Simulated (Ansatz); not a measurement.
BrCl, triplet, at a GFN2-xTB geometry (a higher spin typed on purpose: for a closed-shell molecule this is an excited state); B3LYP/def2-SVP (Ansatz, a first-principles code).

Input for Ansatz:
Ansatz 0.2 input:
```yaml
crystal:
  periodic: [false, false, false]
  atoms:
    - {symbol: Cl, position_ang: [-0.00000000, -0.00000000, -1.77742018]}
    - {symbol: Br, position_ang: [0.00000000, 0.00000000, 0.86331837]}
basis:
  gaussian:
    orbitals: def2-SVP
    fitting: {mean_field: cc-pVTZ-JKFIT}
hamiltonian:
  xc: b3lyp
magnetization: {spin_polarized: true, initial_magnetization: 2}
```

It wrote (shortened):

```
Functional definition: B3LYP
328 factors; integrals over basis functions are off by at most 9.5e-2 eV
mean field evaluation 1: about -82555.0014 eV, gradient 9.1e0 eV
mean field evaluation 2: about -82550.8114 eV, gradient 2.5e1 eV
mean field evaluation 4: about -82555.5085 eV, gradient 9.9e-1 eV
mean field evaluation 8: about -82555.5177 eV, gradient 7.0e-2 eV
mean field evaluation 16: about -82555.5178 eV, gradient 2.6e-6 eV
mean field -82555.51783385 eV, -3033.8593222542 hartree, gradient 2.6e-6 eV, S^2 2.002843; 3 other end points of the search recorded, 0 dependent functions left out
reference -82555.51801356 eV, -3033.8593288584 hartree; 27, 25 occupied and 23, 25 virtual orbitals, 328 factors
Total energy: -82555.51801356 eV, -3033.8593288584 hartree
```
